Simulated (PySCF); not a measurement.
Two-component Hartree-Fock for Cl (chlorine, neutral)

Start: [Ne] 3s2 3p5; 3p1/2 filled at m_j = -1/2, +1/2; 3p3/2 filled at m_j = -1/2, +1/2, +3/2. Calculated with PySCF 2.14 in x2c-SVPall-2c with one added diffuse shell each of s, p type (5s5p1d, 25 functions): generalised Hartree-Fock with the X2C-1e Hamiltonian and a Gaussian nucleus; one run each with spin-orbit coupling (SO) switched off, then screened by Boettger's factors.

```csv
spinor shell,electrons,"ε, spin-free (eV)","ε, screened SO (eV)",weight of nominal j (screened SO),"rms radius, screened SO (bohr)"
1s1/2,2,-2862.8,-2862.8,1.000,0.105
2s1/2,2,-290.43,-290.42,1.000,0.479
2p1/2,2,-219.85,-221.19,0.993,0.449
2p3/2,4,-219.85,-219.16,0.996,0.452
3s1/2,2,-29.416,-29.409,1.000,1.68
3p1/2,2,-13.873,-13.893,0.643,2.02
3p3/2,3,-13.873,-13.864,0.762,2.02
```

| quantity | spin-free | screened SO |
| --- | --- | --- |
| E (hartree) | -460.71650 | -460.71855 |
| M_J | 3/2 | 3/2 |
| ⟨J²⟩ | 3.758 | 3.758 |
| ⟨L²⟩ | 2.005 | 2.005 |
| ⟨S²⟩ | 0.753 | 0.753 |

Each row is a mean over spinors that exchange with the open shell spreads, by up to 3.307 eV (3s1/2).

Rows whose weight is well below 1 are mixtures of j = l ± 1/2: exchange outweighs spin-orbit coupling there, and the label is only the starting occupation.

Without spin-orbit coupling the j labels of p, d and f shells carry no meaning; the spin-free column gives the mean over the occupied spinors of each nl shell.
